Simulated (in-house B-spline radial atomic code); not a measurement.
Results of a calculation; reference values are marked as such.
Correlation energy from the adiabatic connection: ω²r²/2 − Z/r, ω = 0.0337, Z = 3

Two electrons in a singlet, external potential ω²r²/2 − Z/r, ω = 0.0337, Z = 3 (atomic units). Full CI in B-splines (partial waves to l = 8, correlation up to 0.6 % small) with the density held fixed gives W(λ) = <V_ee>_λ − U, and E_c is the integral of W(λ) − W(0) from 0 to 1.

| λ | W(λ) − W(0) (hartree) |
| --- | --- |
| 0 | 0.00000 |
| 0.02 | -0.00189 |
| 0.05 | -0.00471 |
| 0.12 | -0.01119 |
| 0.25 | -0.02289 |
| 0.4 | -0.03590 |
| 0.6 | -0.05246 |
| 0.8 | -0.06819 |
| 1 | -0.08313 |

Question: Integrate the table by the trapezoid rule.

Answer: The strips give -0.00002, -0.00010, -0.00056, -0.00222, -0.00441, -0.00884, -0.01207, -0.01513, which sum to -0.04333 hartree. The direct value, W(1) − W(0) + T_c with T_c = 0.03975, is -0.04338; the curve is convex, so chords lie above it and the trapezoids fall short in size by 0.12 %.

Question: Now use only three numbers: W(0) = -1.6512, the initial slope W'(0) = -0.0948 (extrapolated from the first points) and the strong-coupling limit of the point-charge-plus-continuum model, W∞ = -2.3499. What do second-order theory and the interpolation W(λ) = W∞ + (W(0) − W∞)/√(1 + 2χλ) of Seidl, Perdew and Levy give?

Answer: Second order keeps the slope alone: E_c = W'(0)/2 = -0.04740, +9 % in size against -0.04338. Matching the slope fixes χ = W'(0)/(W∞ − W(0)) = -0.0948/(-0.69870) = 0.13568. Integrating, with s = √(1 + 2χ) = 1.127546, E_c = −(W(0) − W∞)(s − 1)/(s + 1) = −0.69870 × 0.127546/2.127546 = -0.04189 hartree, -3.5 % in size against the full result. At λ = 1 the formula gives W − W(0) = -0.07904 against -0.08313. Part of the miss can come from the model's W∞.
